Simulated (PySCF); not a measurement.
# Relaxation of singlet SbSI3

Computed with B3LYP/[Sb def2-SVP with ECP28, S def2-SVP, I def2-SVP with ECP28], scalar-relativistic core potentials, density fitting, no spin–orbit coupling, PySCF. A (50,194) grid was used.

A hand-made see-saw (ligand arrangement 2) start, of Cs symmetry, held to at least that symmetry:

```xyz
5
charge 0 multiplicity 1, angstrom
Sb    0.0000   -0.5113   -0.8679
S     0.0000   -2.7727   -0.6701
I     0.0000    2.2083   -0.6300
I     2.1513   -0.5113    0.8129
I    -2.1513   -0.5113    0.8129
```

(1) What forces act on the atoms at the start (eV/Å)?

(2) What does it relax to?

(3) How much energy is released, and in how many steps?

Answers

(1) 
```json
{"atom": "Sb1", "Fx": "0.00", "Fy": "-0.41", "Fz": "1.19"}
{"atom": "S2", "Fx": "0.00", "Fy": "-1.66", "Fz": "-1.31"}
{"atom": "I3", "Fx": "0.00", "Fy": "1.65", "Fz": "-0.80"}
{"atom": "I4", "Fx": "0.90", "Fy": "0.21", "Fz": "0.46"}
{"atom": "I5", "Fx": "-0.90", "Fy": "0.21", "Fz": "0.46"}
```

(2) It ends at C3v with Sb–I 2.758 Å (×3), Sb–S 2.241 Å; I–Sb–I 102.1° (×3), I–Sb–S 116.1° (×3) (after a last refinement on a finer grid). The frequency run here used a shortcut that can spoil soft modes, so no verdict on minimum or saddle point is given.

(3) 216.9 kJ/mol in 11 steps.
